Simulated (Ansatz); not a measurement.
Several settings on one geometry of MoO3 (that of the charge 0 singlet, r2SCAN-D4/def2-TZVP). Ansatz on 4 threads of AMD EPYC 9B45 on a shared host; times are rough.

```xyz
4

Mo   -0.004    0.003    0.424
O     1.609   -0.028   -0.126
O    -0.779    1.405   -0.157
O    -0.826   -1.380   -0.140
```

Totals from different functionals, basis sets or treatments of relativity can't be compared as stabilities.

In the def2 sets Mo takes a core potential; there is no spin–orbit coupling. B3LYP takes the VWN-RPA correlation.

Scalar relativity in a set contracted without it gives distorted totals.

The spins typed aren't always the lowest for that charge.

Problem. Give the basis size and estimate the energy, ⟨S²⟩, dipole and time of these runs.

```json
{"run": "1", "method": "RKS revPBE0/def2-SVPD", "charge": "0", "state": "singlet", "further keys": "scf: {lower_state_search: light}; forces asked"}
{"run": "2", "method": "ROKS B3LYP/def2-TZVP", "charge": "0", "state": "triplet", "further keys": "pseudopotentials: {relativity: scalar}; scf: {omitted_lower_state_checks: [starts]}"}
{"run": "3", "method": "UKS CAM-B3LYP/def2-SVPD", "charge": "0", "state": "triplet", "further keys": "fitting: {mean_field: def2-universal-jkfit}; scf: {omitted_lower_state_checks: [starts]}; forces asked"}
{"run": "4", "method": "UKS rPW86-PBE-D3(BJ)/def2-SVP", "charge": "0", "state": "triplet", "further keys": "forces asked"}
```

Solution. 
```tsv
run	functions	energy (Eh)	⟨S²⟩	dipole (D)	wall time
1	103	-293.6475	–	5.11	0.45 s
2	133	-294.1357	–	–	2.1 s
3	103	-293.5573	2.05	2.85	1.9 s
4	73	-294.2499	2.01	1.84	3.8 s
```

The restricted singlet is unstable towards broken spin symmetry in Hartree–Fock (as tested in another run); at RKS revPBE0/def2-SVPD this wasn't settled.
